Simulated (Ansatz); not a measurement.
Geometry optimisation, DFT PBE-D3(BJ), scalar-relativistic, plane waves, PAW in Ansatz 0.2.0.

input.yaml

```yaml
crystal:
  lattice:
    - [5.552662, 0.0, 0.0]
    - [0.0, 5.552662, 0.0]
    - [0.0, 0.0, 5.552662]
  atoms:
    - { symbol: O, position: [0.5238745, 0.7328175, 0.853913] }
    - { symbol: H, position: [0.6314793, 0.6545755, 0.7411029] }
    - { symbol: H, position: [0.5469845, 0.6444316, 1.0025083] }
    - { symbol: O, position: [0.7590637, 0.6405412, 0.3235607] }
    - { symbol: H, position: [0.7404267, 0.4875671, 0.2418399] }
    - { symbol: H, position: [0.929445, 0.648379, 0.3601052] }
    - { symbol: O, position: [0.2825646, 0.2299831, 0.4508253] }
    - { symbol: H, position: [0.447432, 0.1978317, 0.4037962] }
    - { symbol: H, position: [0.2023167, 0.0763754, 0.4310347] }
    - { symbol: O, position: [0.9075489, 0.2977871, 0.7782704] }
    - { symbol: H, position: [0.9681583, 0.2442238, 0.6237253] }
    - { symbol: H, position: [0.8392764, 0.1537211, 0.8490557] }
    - { symbol: O, position: [0.0839197, 1.0411577, 0.088607] }
    - { symbol: H, position: [-0.0082598, 0.9521237, 0.2069396] }
    - { symbol: H, position: [0.231622, 0.9497409, 0.0726783] }
    - { symbol: O, position: [0.447936, 0.2441843, 0.8677494] }
    - { symbol: H, position: [0.4648639, 0.3781194, 0.7572888] }
    - { symbol: H, position: [0.4851302, 0.104274, 0.7704435] }
    - { symbol: F, position: [0.9573272, 0.7320398, 0.8338479] }
    - { symbol: H, position: [0.9985664, 0.6870872, 0.6771131] }
basis:
  ecutwfc: 420.0
kpoints:
  mp_grid: { grid: [1, 1, 1] }
hamiltonian:
  xc: pbe
  dispersion: d3bj
scf:
  occupations: { method: fermi_dirac, width: 0.02 }
  lower_state_search: "off"
relax:
  f_tol: 0.3
  max_steps: 15
  adjacent_minimum: "off"
output:
  write_density: true
  write_potential: true
  elf: true
  volumetric_format: npy
```

Run as:

```bash
$ ansatz run input.yaml --threads 1 --pin off --max-ram 3072MiB --backend cpu --events-out ev --progress --plain --runs-dir out
```

Question: Where does it end, and by what steps?

Answer: It converged. The threshold is loose, so the end isn't yet a minimum. The force dipped under the threshold on the way, but the program's further checks kept it going. Limits of this set-up: coarse k mesh. After 14 steps the energy has fallen by 5.551 eV; H2 moved furthest, 1.59 Å.

| step | energy less start (eV) | largest force component (eV/Å) | accepted |
| --- | --- | --- | --- |
| 0 | 0.0000 | 1.457 | yes |
| 1 | -1.1679 | 1.528 | yes |
| 2 | -2.1836 | 2.633 | yes |
| 3 | -3.1575 | 2.288 | yes |
| 4 | -3.8740 | 2.582 | yes |
| 5 | -4.3382 | 1.180 | yes |
| 6 | -4.5968 | 0.622 | yes |
| 7 | -4.8098 | 0.666 | yes |
| 8 | -4.9873 | 0.903 | yes |
| 9 | -5.1487 | 0.734 | yes |
| 10 | -5.2850 | 0.322 | yes |
| 11 | -5.3928 | 0.196 | yes |
| 12 | -5.4770 | 0.558 | yes |
| 13 | -5.5513 | 0.228 | yes |
| 14 | -5.5513 | 0.228 | yes |

```xyz
20
Lattice="5.5527 0.0000 0.0000 0.0000 5.5527 0.0000 0.0000 0.0000 5.5527" Properties=species:S:1:pos:R:3
O 2.784 4.819 4.713
H 2.899 5.060 3.768
H 3.611 4.456 5.081
O 4.106 3.732 1.370
H 3.756 2.849 1.111
H 4.634 3.643 2.212
O 1.668 0.599 2.671
H 1.997 1.314 2.084
H 1.206 0.042 1.984
O 5.268 1.438 4.171
H 5.993 1.042 3.572
H 5.446 1.002 5.045
O 0.465 5.253 0.512
H -0.203 4.530 0.665
H 1.170 4.887 -0.071
O 2.641 1.782 5.926
H 2.250 2.364 5.253
H 2.770 0.920 5.456
F 5.614 3.652 3.492
H 5.446 2.682 3.921
```

Time of the run: 18 s on 1 CPU thread of a shared host.
